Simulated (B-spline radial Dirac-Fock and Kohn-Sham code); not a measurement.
# Two-hole binding energies of Lu⁶⁺

System: Lu⁶⁺ in the configuration [Kr] 4d10 4f13 5s2 5p4.

Method: ΔSCF Dirac-Fock with Breit, self-energy and vacuum polarisation, finite nucleus, configuration average. Computed with a radial atomic solver. U is the two-hole binding energy less the two single-hole energies, the effective repulsion of the holes after relaxation. Each two-hole energy is an average over J within one jj subconfiguration.

| holes | E(a) (eV) | E(b) (eV) | E(ab) (eV) | U (eV) |
| --- | --- | --- | --- | --- |
| 1s⁻² | 63410.6 | 63410.6 | 128130.7 | 1309.5 |
| 1s⁻¹ 2p1/2⁻¹ | 63410.6 | 10450.2 | 74247.4 | 386.6 |
| 1s⁻¹ 2p3/2⁻¹ | 63410.6 | 9345.3 | 73078.9 | 323.0 |
| 1s⁻¹ 3p3/2⁻¹ | 63410.6 | 2128.7 | 65641.0 | 101.7 |
| 1s⁻¹ 3d3/2⁻¹ | 63410.6 | 1741.1 | 65249.5 | 97.8 |
| 2s⁻¹ 2p3/2⁻¹ | 10977.8 | 9345.3 | 20511.4 | 188.3 |
| 2p1/2⁻¹ 2p3/2⁻¹ | 10450.2 | 9345.3 | 20027.6 | 232.0 |
| 2s⁻¹ 3p3/2⁻¹ | 10977.8 | 2128.7 | 13190.2 | 83.6 |
| 2p1/2⁻¹ 3s⁻¹ | 10450.2 | 2599.1 | 13135.6 | 86.4 |
| 2p1/2⁻¹ 3d5/2⁻¹ | 10450.2 | 1690.1 | 12234.8 | 94.5 |
| 3p3/2⁻² | 2128.7 | 2128.7 | 4317.5 | 60.1 |
| 3d3/2⁻² | 1741.1 | 1741.1 | 3553.4 | 71.1 |
| 3d3/2⁻¹ 3d5/2⁻¹ | 1741.1 | 1690.1 | 3502.8 | 71.6 |
| 3d5/2⁻² | 1690.1 | 1690.1 | ? | ? |

Problem. Give the missing two-hole energy and U.

Solution. E(ab) = 3450.1 eV and U = 69.9 eV.

Run: 67 s of CPU time on 1 thread of Neoverse-N1 (shared host), peak memory 0.52 GiB.
